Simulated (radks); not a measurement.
Results of a calculation; reference values are marked as such.
Q: These are the eigenvalues of the occupied orbitals of an atom or ion with whole-number occupations (hartree). Code: a radial shooting solver on a logarithmic mesh with Libxc functionals. Model: scalar-relativistic Kohn-Sham, r2SCAN, spin-polarised, spherical densities, finite nucleus; meta-GGA in the generalised Kohn-Sham scheme; Fermi nuclear charge, rms radius of each element as measured or else 0.836 A^(1/3) + 0.57 fm.

| orbital | eigenvalue |
|---|---|
| 1s | -18.95942 |

Which element is it, and in what charge state? The configuration may be excited. Open shells, if any, are filled with parallel spins first.

A: Z = 7, nitrogen, charge +5: N5+ in [He]. The 1s level, -18.959 hartree, gives Z - s = 6.2 by -(Z - s)^2/2, which with screening and relativity narrows Z to a few neighbours, and with so few levels the electron count can be read from the list.
